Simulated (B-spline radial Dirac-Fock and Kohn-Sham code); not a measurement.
## Kohn-Sham estimates against Dirac-Fock for the levels of Tl³⁺

System: thallium as Tl³⁺ in the configuration [Xe] 4f14 5d9 6s1 (an excited configuration).

The density-functional columns are spherical, spin-unpolarised Dirac-Kohn-Sham results without Breit or QED terms: −ε is minus the orbital energy of the initial state and ΔSCF the difference of two total energies. The reference in the last column comes from ΔSCF Dirac-Fock with Breit, self-energy and vacuum polarisation, finite nucleus, configuration average. All numbers are from a radial B-spline solver, in eV; a selection of levels is shown. For the 1s level of heavy atoms much of the gap between ΔSCF and the reference is the Breit and QED part, -473.7 eV here; for other levels the error of the functional can be larger.

```
level   LDA −ε  LDA ΔSCF  Dirac-Fock
   1s  85399.7   86031.8     85568.4
   2s  15223.4   15342.1     15396.1
2p1/2  14624.8   14778.4     14741.8
2p3/2  12561.6   12689.1     12699.8
   3s   3659.0    3694.8      3755.4
3p1/2   3387.0    3425.6      3463.5
3p3/2   2928.4    2962.9      3004.7
3d3/2   2475.7    2517.1      2529.1
   4s    842.3     859.3       896.8
4p1/2    724.9     741.9       770.8
4p3/2    613.1     629.2       658.6
4d3/2    420.5     436.4       453.0
4f5/2    150.7     165.9       164.4
4f7/2    146.1     161.2       160.0
5p1/2    124.8     134.1       138.2
5p3/2    104.1     112.9       117.8
   5d    47.74     55.32       53.73
   6s    37.06     42.15       39.54
```

Values without a named source are computed, but for edge energies of neutral atoms, which are taken from tables.
